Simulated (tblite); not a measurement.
C3H6O4S.
Numbering: `[CH3:1][O:2][C@@H:3]1[CH2:4][O:5][S@@:6](=[O:7])[O:8]1` (hydrogens: H9, H10, H11 on C1; H12 on C3; H13, H14 on C4)

Computed with GFN2-xTB (tblite), gas phase: Langevin dynamics at 300 K from the optimised GFN2-xTB geometry, time step 0.5 fs, friction 0.01 fs⁻¹, 2000 steps. Over the second half of the run the saved frames average 268 K.

The optimised geometry, where the run starts:
```
atom  x, y, z in Å
C1      2.128   -0.357    0.279
O2      0.929    0.341    0.565
C3     -0.019    0.278   -0.456
C4     -1.206    1.175   -0.022
O5     -2.215    0.328    0.431
S6     -1.687   -1.255    0.586
O7     -2.686   -2.123    0.065
O8     -0.525   -1.000   -0.620
H9      1.930   -1.415    0.089
H10     2.626    0.079   -0.594
H11     2.757   -0.246    1.158
H12     0.422    0.589   -1.417
H13    -1.589    1.764   -0.861
H14    -0.866    1.842    0.776
```

t = 75 fs, T = 162 K, E(pot) 0.353 eV above the start
```
atom  x, y, z in Å  |  force x, y, z in eV/Å
C1      2.096   -0.311    0.266   -0.912  -1.918  -0.091
O2      0.899    0.364    0.510   -1.458   1.132   0.562
C3     -0.150    0.328   -0.425    0.244  -1.811  -0.077
C4     -1.341    1.214    0.004   -1.006  -0.965  -0.903
O5     -2.376    0.362    0.484    0.562   0.292  -0.097
S6     -1.891   -1.247    0.663    0.651   0.651   0.795
O7     -2.847   -2.131    0.116   -0.533  -0.289  -0.489
O8     -0.674   -0.996   -0.446    0.398   0.334  -0.633
H9      2.002   -0.995   -0.583   -0.033   0.029  -0.156
H10     2.829    0.401    0.071    1.525   1.087  -0.226
H11     2.343   -0.957    1.131   -0.087   0.509  -0.176
H12     0.227    0.505   -1.454   -0.166   0.148   0.297
H13    -1.817    1.729   -0.868    0.717  -0.007   0.607
H14    -0.995    1.853    0.778    0.099   0.808   0.587
```

t = 125 fs, T = 257 K, E(pot) 0.365 eV above the start
```
atom  x, y, z in Å  |  force x, y, z in eV/Å
C1      2.039   -0.364    0.232    0.521   1.845  -1.119
O2      0.870    0.442    0.501    1.619  -0.331   1.047
C3     -0.166    0.180   -0.322   -0.074   1.111  -1.259
C4     -1.354    1.060    0.077    0.180   1.372   1.043
O5     -2.357    0.304    0.615   -0.138  -1.415  -0.325
S6     -1.820   -1.311    0.719   -0.838  -0.282   1.493
O7     -2.804   -2.148    0.131   -0.181  -0.271  -0.335
O8     -0.562   -1.119   -0.313   -0.305  -0.485  -0.622
H9      2.083   -0.580   -0.863    0.005   0.098   0.655
H10     2.930    0.273    0.494   -0.846  -0.624  -0.104
H11     2.046   -1.275    0.771   -0.128  -0.779   0.598
H12     0.117    0.472   -1.362    0.065  -0.379  -0.086
H13    -1.710    1.595   -0.795   -0.240   0.305  -0.244
H14    -1.077    1.785    0.885    0.359  -0.166  -0.741
```

t = 300 fs, T = 319 K, E(pot) 0.611 eV above the start
```
atom  x, y, z in Å  |  force x, y, z in eV/Å
C1      2.067   -0.619    0.230    0.130   1.930  -2.808
O2      0.810   -0.008    0.435   -0.443   0.207   1.629
C3     -0.257   -0.037   -0.437    1.330   2.279  -1.268
C4     -1.456    0.684    0.273    0.589  -0.336   0.183
O5     -1.961   -0.320    1.125    0.287   0.129  -1.226
S6     -1.452   -1.842    0.522   -0.244  -0.812   1.903
O7     -2.576   -2.556    0.035   -0.504  -0.257  -0.366
O8     -0.606   -1.285   -0.761   -0.981  -0.850  -0.560
H9      2.443   -0.795    1.179    0.785  -0.226   1.648
H10     2.087   -1.530   -0.358   -0.378  -0.087  -0.174
H11     2.685    0.194   -0.322   -0.364  -1.325   0.682
H12     0.035    0.443   -1.421   -0.220   0.143   0.494
H13    -2.179    0.995   -0.509    0.110  -0.139   0.456
H14    -1.136    1.556    0.895   -0.099  -0.656  -0.593
```

t = 525 fs, T = 264 K, E(pot) 0.612 eV above the start
```
atom  x, y, z in Å  |  force x, y, z in eV/Å
C1      2.356   -0.517   -0.278   -0.978  -0.934  -1.259
O2      1.262    0.080    0.385    0.846   0.123   0.552
C3      0.052   -0.162   -0.192   -2.278   1.077   1.132
C4     -1.043    0.610    0.752   -0.267  -1.204  -0.781
O5     -1.973   -0.450    1.197    1.481   1.823  -0.208
S6     -1.315   -1.961    1.100    1.085   0.076   0.081
O7     -2.280   -2.950    0.754   -0.053   0.545  -0.331
O8     -0.343   -1.459   -0.294   -0.396  -0.612   0.396
H9      2.195   -1.603   -0.339   -0.032   0.009  -0.058
H10     2.470   -0.150   -1.309   -0.156   0.125   0.113
H11     3.252   -0.363    0.238    1.028   0.549   0.997
H12    -0.075    0.339   -1.143    0.414  -0.023  -0.932
H13    -1.660    1.283    0.135    0.138  -0.261   0.145
H14    -0.454    1.276    1.441   -0.832  -1.293   0.150
```

t = 700 fs, T = 334 K, E(pot) 0.314 eV above the start
```
atom  x, y, z in Å  |  force x, y, z in eV/Å
C1      2.448   -0.631   -0.106   -0.551  -0.137   1.628
O2      1.284    0.001    0.494    0.917  -0.277  -0.351
C3      0.142   -0.097   -0.268   -0.400   0.824  -0.352
C4     -0.956    0.808    0.393    0.366  -0.224  -1.113
O5     -1.828   -0.063    0.995   -0.732  -0.495   0.538
S6     -1.212   -1.670    1.187    0.123   1.667  -0.984
O7     -2.264   -2.581    0.944   -0.143  -0.230  -0.035
O8     -0.386   -1.358   -0.287    0.182  -1.059   0.099
H9      2.158   -1.621   -0.488    0.211   0.520  -0.311
H10     2.940    0.056   -0.784   -0.147  -0.182  -0.417
H11     3.099   -0.789    0.769   -0.001   0.018  -0.350
H12     0.291    0.254   -1.321    0.196  -0.422   0.387
H13    -1.353    1.409   -0.469   -0.484  -0.453   0.930
H14    -0.534    1.467    1.127    0.464   0.450   0.331
```

t = 775 fs, T = 311 K, E(pot) 0.352 eV above the start
```
atom  x, y, z in Å  |  force x, y, z in eV/Å
C1      2.336   -0.873    0.191    1.367  -1.035   2.114
O2      1.294   -0.061    0.590    0.079   1.583   0.647
C3      0.169   -0.061   -0.178   -0.966  -0.794  -0.434
C4     -0.886    0.786    0.549   -0.615   1.578   0.637
O5     -1.856   -0.064    1.080    0.996  -0.759   0.202
S6     -1.081   -1.614    1.225   -1.059   0.311   0.059
O7     -2.092   -2.620    1.119    0.537   0.399  -0.111
O8     -0.331   -1.365   -0.258   -0.476  -0.141   0.062
H9      2.192   -1.874    0.626   -0.065  -0.207  -0.217
H10     2.475   -0.977   -0.839    0.099   0.147  -1.637
H11     3.262   -0.502    0.689   -0.541   0.103  -0.494
H12     0.271    0.253   -1.214    0.564   0.251  -0.379
H13    -1.444    1.528   -0.081    0.596  -0.630   0.092
H14    -0.347    1.410    1.336   -0.516  -0.807  -0.542
```

t = 850 fs, T = 244 K, E(pot) 0.437 eV above the start
```
atom  x, y, z in Å  |  force x, y, z in eV/Å
C1      2.484   -0.911    0.304    1.546   1.225  -1.473
O2      1.475    0.009    0.633    0.032  -0.206   0.305
C3      0.270   -0.188   -0.017    0.087   0.523  -0.774
C4     -0.772    0.709    0.696   -0.273  -0.829  -0.253
O5     -1.795   -0.172    1.060    0.094   0.602   0.792
S6     -1.153   -1.687    1.327   -2.122  -1.084   0.371
O7     -2.215   -2.623    0.996    1.357   0.871   0.360
O8     -0.192   -1.465    0.029    0.364  -1.368  -0.211
H9      2.202   -1.925    0.288   -0.804  -1.210   0.202
H10     2.857   -0.688   -0.754   -0.183  -0.109   1.042
H11     3.316   -0.802    1.011   -0.326   0.269  -0.178
H12     0.272   -0.048   -1.124    0.658   0.745   0.253
H13    -1.183    1.396    0.015   -0.709   0.968  -1.137
H14    -0.339    1.322    1.474    0.279  -0.397   0.702
```

t = 975 fs
```
atom  x, y, z in Å
C1      2.747   -0.495    0.295
O2      1.524    0.015    0.758
C3      0.383   -0.276    0.010
C4     -0.643    0.649    0.754
O5     -1.814   -0.103    0.974
S6     -1.404   -1.744    1.228
O7     -2.478   -2.519    0.785
O8     -0.102   -1.548    0.102
H9      2.833   -1.545    0.415
H10     2.950   -0.165   -0.807
H11     3.449    0.060    0.912
H12     0.375    0.042   -1.049
H13    -0.941    1.459    0.122
H14    -0.161    0.952    1.724
```

**Question.** Estimate the potential energy and the forces of this last frame.

**Answer.** 0.461 eV above the start.

```
atom  Fx (eV/Å)  Fy (eV/Å)  Fz (eV/Å)
  C1      0.526      1.867     -1.494
  O2     -0.134     -0.520     -0.752
  C3     -1.015      1.181      0.934
  C4     -0.672     -0.842      0.685
  O5      0.664     -0.482      0.200
  S6      1.395      1.957      0.845
  O7     -0.948     -0.893     -0.961
  O8     -0.154     -0.885     -0.140
  H9      0.075     -0.919     -0.042
 H10     -0.414     -0.702      1.508
 H11      0.414     -0.278      0.044
 H12      0.752     -0.290      0.083
 H13      0.017      0.819     -0.058
 H14     -0.510     -0.012     -0.850
```

The bond farthest from its length at the start is C1–H10 (1.168 against 1.095 Å), and half the difference of its two atoms' forces along it is -1.86 eV/Å (positive lengthens). The largest atomic force is 2.55 eV/Å.

What follows is the cost of the whole dynamics run. Time: 9.3 s; peak memory 0.18 GiB. Hardware: an Arm Neoverse V2 with one thread, no GPU (shared host).
